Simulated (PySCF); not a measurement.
Computed shifts of a molecule C4H7ClSi, PBE0/pcSseg-1 (PySCF), GIAO, gas phase, atoms alike by connectivity averaged where their shifts nearly agree, in ppm (number of nuclei): ¹³C: 227.4 (1), 95.2 (1), 76.7 (1), 19.4 (1). ²⁹Si: -4.4 (1). ¹H: 5.61 (1), 5.36 (1), 5.14 (1), 5.05 (1), 2.19 (3). References: ¹³C against TMS (σ = 186.3 ppm); ²⁹Si against TMS (σ = 352.7 ppm); ³⁵Cl against HCl (σ = 945.9 ppm); ¹H against TMS (σ = 31.56 ppm), references at their B3LYP-D3(BJ)/def2-TZVP geometries, non-relativistic (without spin–orbit terms, shifts of atoms bonded to Cl or Br come out too high). The structure is a stationary point at TPSSh-D3(BJ)/def2-SVP. One conformer was computed; it need not be the lowest.

**Question.** Which molecule gave these data?
A) C=C[SiH2]C(=C)Cl
B) C=C[SiH2]/C=C/Cl
C) C=C=C(C)[SiH2]Cl
D) ClC1=CCC[SiH2]1

**Answer.** C, C=C=C(C)[SiH2]Cl
